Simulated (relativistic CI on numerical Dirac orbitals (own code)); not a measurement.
**Sensitivity of the levels of Ar⁸⁺ to α and to the nuclear radius**

Method of calculation: Dirac-Coulomb-Breit CI, separate exchange-only KLI orbitals for each configuration, derivatives by finite differences, unscaled Slater integrals, QED left out (own radial code, finite nucleus).

CI space (outside the closed core 1s2): 2s2.2p6, 2s2.2p5.3s, 2s2.2p5.3p, 2s2.2p5.3d, 2s.2p6.3s, 2s.2p6.3p, 2s.2p6.3d, 2s2.2p4.3s2. Levels of other configurations are missing.

With x = (α/α₀)² − 1 an excitation energy changes as ω = ω₀ + qx; K = 2q/ω₀ is the relative enhancement. Terms are leading LS components, so labels can repeat. The field-shift factor is F = δν/δ⟨r²⟩ for the transition from the lowest level.

Lowest level 2s2.2p6 1S_0.

```tsv
Level	ω₀ (cm⁻¹)	q (cm⁻¹)	K	F (GHz/fm²)
2s2.2p5.3s 3P°_2	2017726	-8910	-0.00883	5.67
2s2.2p5.3s 3P°_1	2024634	-5883	-0.00581	5.67
2s2.2p5.3s 3P°_0	2035548	9052	0.00889	5.68
2s2.2p5.3s 1P°_1	2043747	6054	0.00592	5.66
2s2.2p5.3p 3S_1	2140473	-2528	-0.00236	2.85
2s2.2p5.3p 3D_3	2161552	-4308	-0.00399	2.96
2s2.2p5.3p 3D_2	2162673	-6195	-0.00573	2.96
2s2.2p5.3p 3D_1	2168604	-2614	-0.00241	2.97
2s2.2p5.3p 3P_2	2174195	-4092	-0.00376	2.98
2s2.2p5.3p 1P_1	2181162	7296	0.00669	2.98
2s2.2p5.3p 3P_0	2184265	4505	0.00413	2.99
2s2.2p5.3p 1D_2	2186883	12170	0.0111	2.98
2s2.2p5.3p 3P_1	2188011	10320	0.00944	2.99
```

At this charge configurations can still be misplaced by up to about 7 % of their energy.
